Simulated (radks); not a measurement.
The numbers below are computed, except where a source is named.
Pt3+, 75 electrons, occupied as [Xe] 4f14 5d7. Code: a radial shooting solver on a logarithmic mesh with Libxc functionals. Model: Dirac Kohn-Sham, LDA (Slater exchange, VWN5 correlation), spin-unpolarised, spherical densities, point nucleus; open shells fill j = l - 1/2 first.

Normalised radial functions P(r) = r R(r) (large component), r in bohr:

r	5p1/2	5p3/2
0.0008587	0.0076	0.0010
0.001136	0.0101	0.0017
0.001515	0.0137	0.0030
0.002005	0.0186	0.0050
0.002674	0.0258	0.0084
0.003567	0.0363	0.0141
0.004719	0.0509	0.0230
0.006294	0.0723	0.0374
0.008328	0.1012	0.0590
0.01111	0.1409	0.0914
0.0147	0.1891	0.1347
0.0196	0.2437	0.1900
0.02614	0.2897	0.2473
0.03459	0.3011	0.2843
0.04614	0.2420	0.2675
0.06104	0.0867	0.1598
0.08142	-0.1585	-0.0544
0.1086	-0.3827	-0.3001
0.1437	-0.3999	-0.4027
0.1916	-0.0858	-0.1996
0.2536	0.3956	0.2470
0.3382	0.6265	0.5850
0.4511	0.2476	0.3889
0.5968	-0.5057	-0.2727
0.796	-1.0858	-0.9291
1.053	-1.1011	-1.1009
1.405	-0.7082	-0.8086
1.859	-0.3064	-0.4016
2.479	-0.0809	-0.1254
3.306	-0.0118	-0.0225
4.375	-0.0009	-0.0021

5p1/2: eigenvalue -102.04 eV, 3 radial nodes at r = 0.0681, 0.202, 0.498 bohr, <r> = 1.03 bohr, 90 % of the charge inside 1.49 bohr. 5p3/2: eigenvalue -86.676 eV, 3 radial nodes at r = 0.0764, 0.219, 0.538 bohr, <r> = 1.12 bohr, 90 % of the charge inside 1.63 bohr.
